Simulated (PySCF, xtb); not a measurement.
NbO2Cl, SMILES [O]=[Nb](=[O])[Cl], multiplicity 1.

Harmonic wavenumbers (cm⁻¹) from GFN2-xTB run with xtb 6.7.1 at its own minimum, in rising order: 178, 179, 250, 333, 747, 761.

What does PBE-D3(BJ)/def2-SVP (PySCF 2.14.0) give at its own minimum? (Estimate from the structure and the level; the computed values follow.)

143, 163, 323, 411, 951, 985. Paired by order, the mean absolute difference is 105 cm⁻¹ and the zero-point energies are 3.5 and 4.3 kcal/mol.
